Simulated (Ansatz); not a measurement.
Consider the formal hydrolysis of the Al–N bond: `C=[N][AlH][SH]` + H₂O → `[OH][AlH][SH]` + `C=N`.

Program: Ansatz. Geometries: PBE0-D4/def2-TZVP. ΔE: electronic, gas phase. CBS: MP2 limit from def2 TZ/QZ plus the TZ coupled-cluster correction, frozen cores. This one scheme is used for every species. Functionals use def2-TZVPP. HSE06 is defined as in plane-wave codes. Each species was taken in one conformer, which may not be the lowest.

Is it downhill or uphill in electronic energy at CCSD(T)/CBS, and by how much? (Estimate.)

Ansatz gave: Downhill: ΔE = -62.9 kJ/mol.

What do these levels give: revPBE-D4, PBE0-D4, r2SCAN0-D4, ωB97M-V, PBE-QIDH, r2SCANh, HSE06, RPA@PBE/def2-TZVPP, CCSD(T)/def2-SVP, SCS-MP2/def2-TZVPP, SCS-MP2/def2-QZVPP, CCSD/CBS(def2)? (An estimate is asked.)

Computed: revPBE-D4 -56.3, PBE0-D4 -57.7, r2SCAN0-D4 -60.7, ωB97M-V -63.9, PBE-QIDH -61.7, r2SCANh -61.7, HSE06 -59.6, RPA@PBE/def2-TZVPP -67.4, CCSD(T)/def2-SVP -67.0, SCS-MP2/def2-TZVPP -65.7, SCS-MP2/def2-QZVPP -64.3, CCSD/CBS(def2) -63.6 kJ/mol.

What do rigid-rotor, harmonic-oscillator terms from PBE0-D4/def2-TZVP frequencies (298.15 K, 1 bar) make of the CCSD(T)/CBS value? (Best estimate.)

Computed: ΔZPE = +5.7 kJ/mol, ΔH = -60.4 kJ/mol, ΔS = 4 J/(mol·K), ΔG = -61.6 kJ/mol.

Largest T1 diagnostic among the species: 0.013.

At CCSD(T), def2-SVP lies −4.1 kJ/mol from the extrapolated value and def2-TZVPP −2.5 kJ/mol. The D4 term adds +3.8 kJ/mol with B3LYP and +2.2 kJ/mol with PBE0; it sums over pairs of atoms, weighted by their polarisabilities, and B3LYP, whose exchange is more repulsive, gets the larger term.

B3LYP here is the variant with VWN-RPA as its local correlation; programs differ in this.
